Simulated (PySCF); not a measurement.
**Correlation energy of F⁺ (fluorine, charge +1)**

[He] 2s2 2p4, high-spin 3P determinant. Computed with PySCF 2.14 in x2c-QZVPPall (7s4p3d2f1g, 57 functions), with the spin-free X2C one-electron Hamiltonian (Gaussian nucleus). Frozen: 1s2; 6 electrons correlated.

MP2 pair energies summed by pair of shells (mhartree):

| pair | energy | share (%) |
| --- | --- | --- |
| 2p-2p | -73.35 | 46.5 |
| 2s-2p | -73.28 | 46.4 |
| 2s-2s | -11.15 | 7.1 |

Total MP2 correlation energy: -157.78 mhartree.

Same-spin part -37.19 and opposite-spin part -120.59 mhartree; SCS-MP2 scales them by 1/3 and 6/5 to -157.11 mhartree.
